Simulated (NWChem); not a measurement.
Species: C$_{3}$H$_{6}$NO, doublet; SMILES CN(C)[C]=O

```xyz
11

C      0.9140    -1.4888     0.0000
N      0.0605    -0.3271     0.0002
C     -1.3746    -0.5350    -0.0001
C      0.5799     0.9052     0.0001
O      0.0421     1.9721     0.0000
H      1.9621    -1.1633     0.0007
H      0.7359    -2.1125     0.8928
H      0.7369    -2.1116    -0.8937
H     -1.8705     0.4438     0.0014
H     -1.6895    -1.0973    -0.8952
H     -1.6894    -1.0999     0.8934
```
Atoms are numbered in this order, from 1.

Program: NWChem. Spin-unrestricted. The geometry was optimised at PBE0/def2-SVP, spin-unrestricted. Not confirmed as a minimum by frequencies. No stability test was run on the SCF state. Level: B3LYP/def2-SVP with COSMO at NWChem's default radii, gas-phase geometry; the question gives the dielectric constant. Reactions with the solvent are ignored.

Estimate the computed values for dielectric constant 78.4. Quantities: electrostatic solvation energy (kcal/mol); dipole in solution (D).

The electrostatic solvation energy (kcal/mol) is -5.2. The dipole in solution (D) is 4.80.
